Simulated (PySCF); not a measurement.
**Question.** Give a PBE0-D3(BJ)/def2-SVP geometry of `C#C[C@@H]1C[C@H]1[SiH2]N`.

**Answer.** 
```xyz
16
C5H9NSi angstrom
C     -3.2085    1.4333    0.2300
C     -2.1535    0.9247   -0.0837
C     -0.8995    0.3263   -0.4508
C     -0.7618   -1.1663   -0.5618
C     -0.1004   -0.4585    0.5836
Si     1.7593   -0.2705    0.6166
N      2.2951    0.2174   -0.9625
H     -4.1442    1.8833    0.5041
H     -0.3133    0.9011   -1.1773
H     -0.1292   -1.5322   -1.3759
H     -1.6474   -1.7708   -0.3521
H     -0.6032   -0.5573    1.5520
H      2.1242    0.6936    1.7055
H      2.4206   -1.5826    0.8952
H      3.1111   -0.2290   -1.3637
H      2.2575    1.1936   -1.2340
```

Orientation and origin are arbitrary. Atoms count from 1 in this order. Si6 (SiH2 silicon) is distorted tetrahedral (angles from 106.2° to 113.9°). N7 (silicon-bound nitrogen) has angles 120.2°, 119.0° and 110.4°, sum 349.5°, 0.22 Å off the plane of its three neighbours. Of the pairs four or more bonds apart, N7···H9 is among the closest relative to their van der Waals radii: 2.71 Å, 98 % of the sum of Bondi's values. The 5 C–C bonds span 1.212 Å (C1≡C2, drawn triple) to 1.525 Å (C3–C5, drawn single), a spread of 0.313 Å.

Bonds between heavy atoms (Å): C1≡C2 1.212, C2–C3 1.437, C3–C4 1.503, C4–C5 1.500, C5–Si6 1.869, Si6–N7 1.737, C3–C5 1.525.

Method used: PBE0-D3(BJ)/def2-SVP geometry optimisation, gas phase in PySCF 2.14.0.

Point group: C1 (no symmetry element, even within 0.4 Å). Whether it is a minimum is left open (no frequencies). The numbers are those of one conformer (C4–C5–Si6–N7 45°, C5–Si6–N7–H -136° and 83°).
